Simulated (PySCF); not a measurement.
```xyz
21

B      4.0592    -0.3151     0.3408
C      2.5680    -0.5847     0.1867
C      1.5516     0.3527     0.1084
C      0.2424    -0.1987    -0.0371
C     -1.0137     0.4723    -0.1419
C     -1.0694     1.9421    -0.1180
C     -2.1453     2.6917     0.1640
C     -2.1587    -0.3162    -0.2719
C     -2.0947    -1.7215    -0.2877
C     -0.8817    -2.3920    -0.1828
C      0.2858    -1.6256    -0.0596
S      1.9142    -2.2201     0.0865
H      4.8576    -1.2169     0.3970
H      4.4361     0.8296     0.4057
H      1.7649     1.4205     0.1621
H     -0.1319     2.4575    -0.3482
H     -2.0900     3.7825     0.1427
H     -3.1088     2.2517     0.4356
H     -3.1301     0.1678    -0.3862
H     -3.0184    -2.2951    -0.3950
H     -0.8370    -3.4824    -0.2010
```

Charge 0, multiplicity 1.

### Question
Give the Mulliken and meta-Löwdin atomic charges from TPSSh-D3(BJ)/def2-TZVP // B3LYP-D3(BJ)/def2-SVP in PySCF 2.14.0.

### Answer

```tsv
atom	Mulliken (e)	meta-Löwdin (e)
B1	-0.13	-0.04
C2	0.07	-0.19
C3	-0.27	-0.09
C4	0.18	-0.02
C5	0.13	0.01
C6	-0.20	-0.10
C7	-0.22	-0.24
C8	-0.19	-0.12
C9	-0.09	-0.10
C10	-0.21	-0.12
C11	0.08	-0.09
S12	0.01	0.25
H13	0.01	0.00
H14	0.00	0.00
H15	0.12	0.13
H16	0.11	0.11
H17	0.13	0.12
H18	0.12	0.11
H19	0.11	0.12
H20	0.11	0.12
H21	0.12	0.12
```
